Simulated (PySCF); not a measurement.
Spectrum to structure. Level of theory: TDDFT PBE0/def2-SVPD, vertical, gas phase, core orbitals frozen in the response (PySCF 2.14.0, density-fitted response routines). Geometries: GFN2-xTB, one conformer each.

```csv
state,E (eV),f
S1,5.10,0.0021
S2,6.35,0.0031
S3,6.75,0.031
S4,7.07,0.012
S5,7.36,0.0060
S6,7.50,0.034
```

**Question.** Which candidate is it? All have the formula C6H11NO.
A. `[H]/N=C1\CC[C@@H](OC)C1`
B. `CNC(=O)CC1CC1`
C. `CCO[C@H](C#N)CC`
D. `C=NC(=O)CCCC`

**Answer.** A. Its S1 lies at 5.10 eV; the nearest of the others has S1 at 5.77 eV. S1 is HOMO→LUMO (92%). Löwdin shares by element: HOMO nitrogen 49%, carbon 19% or more, oxygen 9% (atoms not listed hold the other 23%); LUMO carbon 48% or more, nitrogen 27% (atoms not listed hold the other 25%). At the same level the other candidates give, for their lowest levels:
- `C=NC(=O)CCCC`: 4.41 eV (f 0.001); 5.24 eV (f 0.008); 5.56 eV (f 0.004); 6.84 eV (f 0.049); 7.08 eV (f 0.000); T1 3.86 eV; HOMO -7.40, LUMO -1.21 eV
- `CCO[C@H](C#N)CC`: 7.04 eV (f 0.003); 7.37 eV (f 0.010); 7.55 eV (f 0.001); 8.07 eV (f 0.011); 8.09 eV (f 0.009); T1 6.35 eV; HOMO -8.25, LUMO 0.26 eV
- `CNC(=O)CC1CC1`: 5.77 eV (f 0.001); 6.58 eV (f 0.003); 6.73 eV (f 0.006); 7.14 eV (f 0.102); 7.34 eV (f 0.011); T1 5.28 eV; HOMO -7.14, LUMO 0.48 eV
Triplets come from the Tamm–Dancoff approximation.
